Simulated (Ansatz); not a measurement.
Job for Ansatz (a first-principles code): R-CCSD(T)/def2-SVPD on CH2IN (a complex), monomers drawn apart or pushed together. Elements past Kr take the def2 small-core potentials; no spin–orbit coupling. The run froze 11 orbitals, filled d shells among them.

Ansatz 0.2 input:
```yaml
crystal:
  periodic: [false, false, false]
  atoms:
    - {symbol: C, position_ang: [-0.75728567, -0.57204618, -0.31790175]}
    - {symbol: N, position_ang: [-0.20264249, -0.30010856, 0.64590358]}
    - {symbol: H, position_ang: [-1.27406422, -0.82612094, -1.21631018]}
    - {symbol: I, position_ang: [1.90700725, 0.67736343, 4.15150502]}
    - {symbol: H, position_ang: [1.08649269, 0.30249495, 2.80435848]}
basis:
  gaussian:
    orbitals: def2-SVPD
magnetization: {spin_polarized: false}
correlation: {method: ccsd_t, electrons: outside_noble_gas}
scf: {lower_state_search: off}
```

The head of its log:

```
WARN ansatz: RAYON_NUM_THREADS=1 ignored (pool sized by the plan → 1); use --threads N
Functional definition: HF
these checks for a lower state are left out or cut short: stability, starts, cluster_reference, orbital_swaps, neighbouring_geometries, increment
integrals: 0.11 GiB planned
1000 factors; integrals over basis functions are off by at most 7.6e-4 eV
mean field: 0.24 GiB planned
mean field evaluation 1: about -10611.3092 eV, gradient 2.6e1 eV
mean field evaluation 2: about -10611.6019 eV, gradient 2.6e1 eV
mean field evaluation 4: about -10613.5172 eV, gradient 2.8e0 eV
mean field evaluation 8: about -10613.5579 eV, gradient 2.1e-1 eV
mean field -10613.55820183 eV, -390.0410697890 hartree, gradient 4.6e-6 eV, S^2 0.000000; 0 other end points of the search recorded, 0 dependent functions left out
11 core orbitals not correlated
reference -10613.55820183 eV, -390.0410697890 hartree; 9, 9 occupied and 71, 71 virtual orbitals, 1000 factors
```

Q: Give the final energy of this run.

A: -390.4929 hartree (reference determinant -390.0411, T1 diagnostic 0.012).
